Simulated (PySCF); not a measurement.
HAs (SMILES [AsH]), triplet, at a GFN2-xTB geometry; SVWN5/6-311G** in PySCF.

The PySCF input:
```python
from pyscf import gto, scf, dft

mol = gto.M(
    atom='''
As   -0.000000   -0.000000   -0.044544
H     0.000000    0.000000    1.469944
''',
    basis='6-311g**',
    charge=0,
    spin=2,
    verbose=4,
    symmetry=True,
    symmetry_subgroup='C2v',
)

mf = dft.UKS(mol)
mf.xc = 'lda,vwn'
mf.kernel()
mf.analyze()
```

The log (banner, timings and long lists left out):

```
PySCF version 2.14.0

[INPUT] verbose = 4
[INPUT] num. atoms = 2
[INPUT] num. electrons = 34
[INPUT] charge = 0
[INPUT] spin (= nelec alpha-beta = 2S) = 2
[INPUT] symmetry True subgroup C2v
[INPUT] Mole.unit = angstrom
[INPUT] Symbol           X                Y                Z      unit          X                Y                Z       unit  Magmom
[...]
nuclear repulsion = 11.5305291031425
point group symmetry = Coov, use subgroup C2v
symmetry origin: [ 0.00000000e+00  0.00000000e+00 -4.44641441e-07]
symmetry axis x: [1. 0. 0.]
symmetry axis y: [0. 1. 0.]
symmetry axis z: [0. 0. 1.]
num. orbitals of irrep A1 = 25
num. orbitals of irrep A2 = 3
num. orbitals of irrep B1 = 11
num. orbitals of irrep B2 = 11
number of shells = 22
number of NR pGTOs = 92
number of NR cGTOs = 50
basis = 6-311g**
ecp = {}

******** <class 'pyscf.dft.uks_symm.SymAdaptedUKS'> ********
method = SymAdaptedUKS
initial guess = minao
damping factor = 0
level_shift factor = 0
DIIS = <class 'pyscf.scf.diis.CDIIS'>
diis_start_cycle = 1
diis_space = 8
diis_damp = 0
SCF conv_tol = 1e-09
SCF conv_tol_grad = None
SCF max_cycles = 50
direct_scf = True
direct_scf_tol = 1e-13
number electrons alpha = 18  beta = 16
XC library pyscf.dft.libxc version 7.1.2
    S. Lehtola, C. Steigemann, M. J. T. Oliveira, and M. A. L. Marques,  SoftwareX 7, 1–5 (2018)
XC functionals = lda,vwn
    P. A. M. Dirac,  Math. Proc. Cambridge Philos. Soc. 26, 376 (1930)
    F. Bloch,  Z. Phys. 57, 545 (1929)
    S. H. Vosko, L. Wilk, and M. Nusair,  Can. J. Phys. 58, 1200 (1980)
radial grids:
    Treutler-Ahlrichs [JCP 102, 346 (1995); DOI:10.1063/1.469408] (M4) radial grids

becke partition: Becke, JCP 88, 2547 (1988); DOI:10.1063/1.454033
pruning grids: <function nwchem_prune>
grids dens level: 3
symmetrized grids: True
atomic radii adjust function: <function treutler_atomic_radii_adjust>
small_rho_cutoff = 0
Freeze 0 electrons in irreps []
    34 free electrons in irreps A1 A2 B1 B2
Set gradient conv threshold to 3.16228e-05
tot grids = 30232
init E= -2230.50433921292

cycle= 1 E= -2233.0378006879  delta_E= -2.53  |g|=  1.4  |ddm|= 0.928
cycle= 2 E= -2233.02182367913  delta_E= 0.016  |g|= 0.827  |ddm|= 0.395
cycle= 3 E= -2233.07130580212  delta_E= -0.0495  |g|= 0.379  |ddm|= 0.378
cycle= 4 E= -2233.08722219949  delta_E= -0.0159  |g|= 0.0201  |ddm|= 0.171
cycle= 5 E= -2233.08742985589  delta_E= -0.000208  |g|= 0.00537  |ddm|= 0.0381
cycle= 6 E= -2233.08745582846  delta_E= -2.6e-05  |g|= 0.00103  |ddm|= 0.00881
[...]
converged SCF energy = -2233.08745652253  <S^2> = 2.0022744  2S+1 = 3.0015159
Total Energy =                       -2233.087456522534467
[...]
beta  MO #13 (B1 #3), energy= -1.52088748082787 occ= 1
beta  MO #14 (B2 #3), energy= -1.52088748082787 occ= 1
beta  MO #15 (A1 #8), energy= -0.524699868196158 occ= 1
beta  MO #16 (A1 #9), energy= -0.287103003643618 occ= 1
beta  MO #17 (B1 #4), energy= -0.158639815456525 occ= 0
beta  MO #18 (B2 #4), energy= -0.158639815456525 occ= 0
beta  MO #19 (A1 #10), energy= 0.00642354042940019 occ= 0
beta  MO #20 (A1 #11), energy= 0.164763115283472 occ= 0
beta  MO #21 (B1 #5), energy= 0.232226288664108 occ= 0
beta  MO #22 (B2 #5), energy= 0.232226288664116 occ= 0
beta  MO #23 (A1 #12), energy= 0.234065899643472 occ= 0
beta  MO #24 (B1 #6), energy= 0.351731866709315 occ= 0
beta  MO #25 (B2 #6), energy= 0.351731866709315 occ= 0
beta  MO #26 (A1 #13), energy= 0.380435874928054 occ= 0
beta  MO #27 (A2 #2), energy= 0.387091563490429 occ= 0
beta  MO #28 (A1 #14), energy= 0.387091576992227 occ= 0
beta  MO #29 (A1 #15), energy= 0.590817231429337 occ= 0
beta  MO #30 (B1 #7), energy= 1.34921125640297 occ= 0
beta  MO #31 (B2 #7), energy= 1.34921125640295 occ= 0
beta  MO #32 (A1 #16), energy= 1.38788640592457 occ= 0
beta  MO #33 (B1 #8), energy= 1.44492526926216 occ= 0
beta  MO #34 (B2 #8), energy= 1.44492526926208 occ= 0
beta  MO #35 (A1 #17), energy= 1.71728814075026 occ= 0
beta  MO #36 (A1 #18), energy= 2.27076755518636 occ= 0
beta  MO #37 (A1 #19), energy= 2.49575283070938 occ= 0
beta  MO #38 (A2 #3), energy= 2.49575304145138 occ= 0
beta  MO #39 (B1 #9), energy= 2.50440306628888 occ= 0
beta  MO #40 (B2 #9), energy= 2.50440306628889 occ= 0
beta  MO #41 (A1 #20), energy= 2.73222358520709 occ= 0
beta  MO #42 (B1 #10), energy= 5.81691487687535 occ= 0
beta  MO #43 (B2 #10), energy= 5.81691487687515 occ= 0
beta  MO #44 (A1 #21), energy= 5.87204039622057 occ= 0
beta  MO #45 (A1 #22), energy= 5.99501940910371 occ= 0
beta  MO #46 (A1 #23), energy= 47.3245687941866 occ= 0
beta  MO #47 (B1 #11), energy= 242.158789462716 occ= 0
beta  MO #48 (B2 #11), energy= 242.158789462716 occ= 0
beta  MO #49 (A1 #24), energy= 242.21745756169 occ= 0
beta  MO #50 (A1 #25), energy= 900.414272898365 occ= 0
 ** Mulliken pop alpha/beta on meta-lowdin orthogonal AOs **
 ** Mulliken pop       alpha | beta **
In total            18.00000 | 16.00000
 ** Mulliken atomic charges   ( Nelec_alpha | Nelec_beta ) **
charge of  0As =     -0.03214  (    17.53344     15.49870 )
charge of  1H =      0.03214  (     0.46656      0.50130 )
Dipole moment(X, Y, Z, Debye):  0.00000,  0.00000,  0.36599
```
